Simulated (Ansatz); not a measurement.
A nudged elastic band was laid between two geometries of BClFH2N + H2 (8 atoms, charge 0, multiplicity 1).

These are results of RKS PBE/def2-SVP (Ansatz), not measurements.

```json
{"movable images": "7", "climbing image": "yes", "spring": "2.0 to 10.0 eV/Å², energy-weighted", "optimiser": "quadratic models (default)", "start path": "through a guess of the saddle point", "force threshold": "0.03 eV/Å", "iteration limit": "60", "end points": "relaxed"}
```

Image 0:

```xyz
8
Properties=species:S:1:pos:R:3
B -0.024 -0.570 -0.252
Cl 0.114 -0.561 1.526
F 1.090 -0.753 -0.974
N -1.263 -0.391 -0.878
H -2.128 -0.245 -0.362
H -1.360 -0.389 -1.894
H -0.354 3.159 1.673
H -0.229 2.400 1.693
```

Image 8:

```xyz
8
Properties=species:S:1:pos:R:3
B -0.046 0.462 -0.533
Cl -0.296 0.504 3.007
F 1.103 -0.155 -0.858
N -1.277 -0.082 -0.903
H -1.363 -0.965 -1.410
H -2.167 0.352 -0.662
H 0.009 1.523 0.074
H -0.117 1.011 1.817
```

**Question.** Which bonds break or form, and what moves?

**Answer.** Bonds broken: B1–Cl2, H7–H8. Bonds formed: B1–H7, Cl2–H8. BClFH2N + H2 becomes BFH3N + ClH.

**Question.** What energy profile does the band end with?

**Answer.** The run converged. The highest image is number 5 of 0 to 8, 162.8 kJ/mol above the first end and 99.0 kJ/mol above the last; the last end lies 63.8 kJ/mol above the first. Beside the main top the profile has a ripple of under 15 meV (maxima at images 1, 5), which may be a very shallow well or noise. Another band between the same ends (7 images) ends at a top of the same energy, where a vibrational analysis finds 1 clearly imaginary mode. The orbitals stay closed-shell, which can raise the energy where a bond breaks towards radicals; this wasn't checked here.

| image | path coordinate (Å) | energy (kJ/mol) | B1–Cl2 (Å) | H7–H8 (Å) | B1–H7 (Å) |
| --- | --- | --- | --- | --- | --- |
| 0 | 0.00 | 0.0 | 1.78 | 0.77 | 4.21 |
| 1 | 3.02 | 4.2 | 1.78 | 0.77 | 5.41 |
| 2 | 6.03 | 3.4 | 1.78 | 0.77 | 5.48 |
| 3 | 9.04 | 3.6 | 1.78 | 0.77 | 2.95 |
| 4 | 10.38 | 94.6 | 1.87 | 0.79 | 1.83 |
| 5 | 10.98 | 162.8 | 2.19 | 0.98 | 1.38 |
| 6 | 11.30 | 131.8 | 2.43 | 1.21 | 1.28 |
| 7 | 11.72 | 82.0 | 2.83 | 1.52 | 1.23 |
| 8 | 12.63 | 63.8 | 3.55 | 1.82 | 1.22 |

**Question.** What is the geometry of the highest image?

**Answer.** 
```xyz
8
Properties=species:S:1:pos:R:3
B -0.095 0.253 -0.003
Cl -0.379 0.225 2.168
F 1.056 -0.396 -0.231
N -1.266 0.030 -0.778
H -1.427 -0.927 -1.100
H -2.138 0.508 -0.552
H 0.130 1.616 0.052
H -0.036 1.342 0.976
```

The run took 4.6 min on 1 thread of Intel(R) Xeon(R) 6975P-C (Granite Rapids) (shared host), peak memory 0.13 GiB.
